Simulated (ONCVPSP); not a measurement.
Configuration tests for Be (Z = 4) (ONCV)

| Quantity | Value |
| --- | --- |
| Element | beryllium (Be) |
| Generator | ONCVPSP 4.0.1 |
| Type | optimised norm-conserving Vanderbilt (ONCV) |
| Functional | Wu-Cohen |
| Relativity | non-relativistic |
| Frozen core | [He] |
| Valence charge | 2 |
| Reference configuration | 2s1.5 (charge +0.5) |
| Partial waves | 2s: rc 1.55 bohr, ncon 3, nbas 6, qcut 5.3 1/bohr, 2 projectors, debl 0.8 Ha; p scattering state at 0.31 Ha: rc 1.70 bohr, ncon 4, nbas 9, qcut 5.1 1/bohr, 3 projectors, debl 1.5 Ha; d scattering state at 0.05 Ha: rc 1.60 bohr, ncon 4, nbas 7, qcut 6.5 1/bohr, 1 projector |
| Local potential | polynomial inside 1.35 bohr (lpopt 5, dvloc0 4 Ha) |
| Core correction | Teter function, fcfact 3.25, rcfact 1.45 |

In the p channel the program set the typed energies aside and used 0.050, 1.550, 3.050 Ha.

Energies are relative to the spin-unpolarised reference configuration 2s1.5; without spin polarisation the order of configurations can differ from experiment.

Task: Give the all-electron excitation energy and the error of the potential for: 2s2; 2s1; 2s1 2p1; 2s0 2p2.

Result:

| valence configuration | charge | ΔE all-electron (eV) | error AE − PS (meV) |
| --- | --- | --- | --- |
| 2s2 | 0 | -3.725 | -0.2 |
| 2s1 | +1 | 5.742 | -1.0 |
| 2s1 2p1 | 0 | -0.112 | +1.5 |
| 2s0 2p2 | 0 | 3.521 | +4.5 |

Levels in the configuration 2s1:

```csv
level,all-electron (eV),pseudo (eV)
2s,-13.587,-13.592
```
